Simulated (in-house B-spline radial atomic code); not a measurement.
A fraction x of an electron is removed from 2s in O5+, starting from [He] 2s1 and keeping the highest spin. All numbers are computed (non-relativistic LDA exchange-only, spin-polarised, spherical fractional occupations; point nucleus) with an all-electron radial atomic-structure program (B-spline basis), not measured.

```tsv
x	E(x) - E(0) (eV)	2s up level (eV)
0	0.0000	-126.500
0.03	3.8050	-127.166
0.17	21.8246	-130.250
0.35	45.6203	-134.127
0.49	64.6030	-137.033
0.5	65.9743	-137.236
0.54	71.4798	-138.038
0.72	96.6370	-141.410
0.84	113.7226	-143.269
0.88	119.4632	-143.744
1	136.7390	-
```

The exact functional would give a straight line between the two integer points. Deviations E(x) - E(0) - x[E(1) - E(0)], in eV: -0.297 at x = 0.03, -1.421 at x = 0.17, -2.238 at x = 0.35, -2.399 at x = 0.49, -2.395 at x = 0.5, -2.359 at x = 0.54, -1.815 at x = 0.72, -1.138 at x = 0.84, -0.867 at x = 0.88.

The curve lies below the straight line by up to 2.399 eV (at x = 0.49): convex, the delocalisation error that favours fractional charges.

Q: How well does Slater's transition state (minus the level at half occupation) give the ionisation energy?

A: It gives 137.236 eV against 136.739 eV from the two total energies; NIST lists 138.12 eV, ground level to ground level.
